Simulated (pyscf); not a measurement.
H₃Si–SeH + H₂Se → H₂Se + H₃Si–SeH (concerted two-bond exchange; singlet surface; Se–Si, H–Se broken, H–Se, Se–Si formed). Structures and frequencies: ωB97X-D3(BJ)/def2-SVP in PySCF. Energies in eV from the separated reactants.

```tsv
level	barrier	reaction energy
ωB97X-D3(BJ)/def2-TZVP	1.59	0.00
PBE/def2-TZVP	1.29	0.00
r²SCAN/def2-TZVP	1.43	0.00
B3LYP-D3(BJ)/def2-TZVP	…	0.00
M06-2X/def2-TZVP	…	0.00
ωB97M-D3(BJ)/def2-TZVP	1.74	0.00
```

**Question.** Some entries are withheld; supply them.

**Answer.** 
- B3LYP-D3(BJ)/def2-TZVP, barrier: 1.51
- M06-2X/def2-TZVP, barrier: 1.67

The functionals in the table span 0.44 eV in this barrier, from PBE to ωB97M-D3(BJ)/def2-TZVP. One saddle was located; it need not be the lowest between these sides. Elements up to Kr have no core potential and no relativistic terms here.
